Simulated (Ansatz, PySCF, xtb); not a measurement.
Process, species as SMILES: F[Si](F)(F)Br + 4 [H][H] (H2) → Br (HBr) + 3 F (HF) + [SiH4] (SiH4)
Geometries: B3LYP-D3(BJ)/def2-TZVP minima from Ansatz (a first-principles code). Frequencies are from Ansatz or PySCF.

Wanted: energy of full hydrogenation (0 K, with B3LYP-D3(BJ) harmonic zero-point energies), in kJ/mol. Cores are frozen in the correlated levels unless marked. No spin-orbit coupling. Frozen are the shells of the preceding noble gas and the d and f shells that filled before the atom's block. Non-relativistic. CBS marks a two-point X^-3 extrapolation of the correlation energy; Hartree-Fock from the larger set.

```tsv
level	program	energy of full hydrogenation (kJ/mol)
GFN2-xTB	xtb	?
HF-D3(BJ)/def2-TZVPD	PySCF + dftd3	489.0
SVWN5/def2-TZVPD	Ansatz	451.1
BLYP/def2-TZVPD	Ansatz	455.0
PBE0-D3(BJ)/def2-TZVP	Ansatz + dftd3	?
r2SCAN0-D4/def2-TZVPD	Ansatz + dftd4	?
wB97M-V/def2-TZVPD	Ansatz	?
B2GP-PLYP/def2-TZVPD	Ansatz	484.4
B2PLYP-D3(BJ)/def2-TZVPD	Ansatz + dftd3	483.8
PBE-QIDH/def2-TZVPD	Ansatz	472.4
CCSD(T)/CBS(def2-TZVPP,def2-QZVPP)	Ansatz	481.2
```

### Question
What belongs in the gaps?

### Answer

- GFN2-xTB, energy of full hydrogenation (kJ/mol): 398.8
- PBE0-D3(BJ)/def2-TZVP, energy of full hydrogenation (kJ/mol): 468.7
- r2SCAN0-D4/def2-TZVPD, energy of full hydrogenation (kJ/mol): 491.5
- wB97M-V/def2-TZVPD, energy of full hydrogenation (kJ/mol): 475.6
